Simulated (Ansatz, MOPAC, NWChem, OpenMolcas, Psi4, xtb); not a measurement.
# AlNH4O2 (SMILES [NH2][Al]([OH])[OH]): the zero-point energy at each level's own minimum, rung by rung

The runs start from one conformer, not always the lowest.

AlNH4O2, singlet, SMILES `[NH2][Al]([OH])[OH]`. Each level relaxes the structure for itself.

Each level gives the zero-point energy at each level's own minimum (kJ/mol). The values are calculated.

| level | kind | program | value (kJ/mol) |
| --- | --- | --- | --- |
| AM1 | semi-empirical | MOPAC | 145.6 |
| PM3 | semi-empirical | MOPAC | 144.0 |
| PM6-D3H4X | semi-empirical | MOPAC | 124.2 |
| GFN2-xTB | semi-empirical | xtb | 128.5 |
| HF/3-21G | Hartree–Fock | OpenMolcas | 144.4 |
| HF/6-31G* (Cartesian functions) | Hartree–Fock | OpenMolcas | 147.6 |
| PBE-D3(BJ)/def2-SVP | GGA | NWChem | 133.4 |
| PBE/def2-SVP | GGA | NWChem | 133.4 |
| BP86/def2-SVP (density fitting) | GGA | Psi4 | 133.3 |
| PBE0-D4/def2-TZVP | global hybrid | Ansatz | 139.2 |

Harmonic and unscaled. The values span 124.2 to 147.6 kJ/mol.
